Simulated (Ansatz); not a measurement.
`C=C(O)[Se][GaH2]`. Charge 0, multiplicity 1. Correlated methods include outer-core shells of Ga, Se, which these sets cover unevenly. Scalar relativity is left out up to krypton.

```xyz
10

C     1.657   -0.626   -0.912
C     0.495   -0.085   -0.578
O     0.265    0.441    0.701
Se   -1.084    0.141   -1.595
Ga   -1.908    0.529    0.650
H     2.493   -0.639   -0.221
H     1.797   -1.053   -1.894
H     0.864    0.050    1.349
H    -2.267   -0.750    1.481
H    -2.313    1.992    1.018
```

Q: Give the diagnostics of a CCSD(T)/def2-TZVPP run (frozen core, Ansatz 0.2.0). (Best estimate.)

A: The calculation gave: T1 = 0.0122, largest single amplitude 0.017, largest double 0.045, (T) share of the correlation energy 4.2 %, 9 CCSD cycles. The RHF solution is stable towards an unrestricted one. T1 lies under the customary mark of 0.02 for closed shells.
